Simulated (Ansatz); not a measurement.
This geometry of CH₅ClOSi (9 atoms, charge 0, multiplicity 1) is a first-order saddle point.

The calculation used Ansatz, RKS B3LYP/def2-SVP.

```xyz
9
Properties=species:S:1:pos:R:3
O 0.184 1.125 -1.200
C -0.426 0.546 -0.108
Si 0.636 -0.947 0.506
Cl -2.152 -0.038 -0.508
H -0.296 1.932 -1.441
H -0.612 1.266 0.708
H 1.840 -1.066 -0.362
H -0.146 -2.210 0.481
H 1.061 -0.654 1.907
```

Q: Which two structures does it join? (They come from a converged band through this point; their orientation in space is the band's.)

A: No bond is made or broken. The dihedral Cl4–C2–Si3–H8 goes from -59 to 62°. The two ends are copies of one structure, up to a mirror image or an exchange of like atoms.

Image 0:

```xyz
9
Properties=species:S:1:pos:R:3
O 0.346 1.552 -0.431
C -0.479 0.488 -0.137
Si 0.584 -0.994 0.445
Cl -1.443 -0.082 -1.629
H -0.189 2.331 -0.644
H -1.278 0.745 0.579
H 1.521 -1.371 -0.644
H -0.321 -2.127 0.782
H 1.347 -0.588 1.661
```

Image 8:

```xyz
9
Properties=species:S:1:pos:R:3
O -0.359 0.622 -1.484
C -0.337 0.602 -0.107
Si 0.709 -0.886 0.491
Cl -2.044 0.397 0.618
H -0.812 1.421 -1.792
H -0.004 1.557 0.335
H 2.098 -0.737 -0.034
H 0.100 -2.140 -0.024
H 0.737 -0.881 1.979
```

Q: How far does it lie above each of them?

A: 0.128 eV above the first and 0.128 eV above the second. This is the barrier of this one path; another mechanism may lie lower.

Time of the run: 100 s on 1 thread of Arm Neoverse V2, on a shared host, peak memory 0.17 GiB.
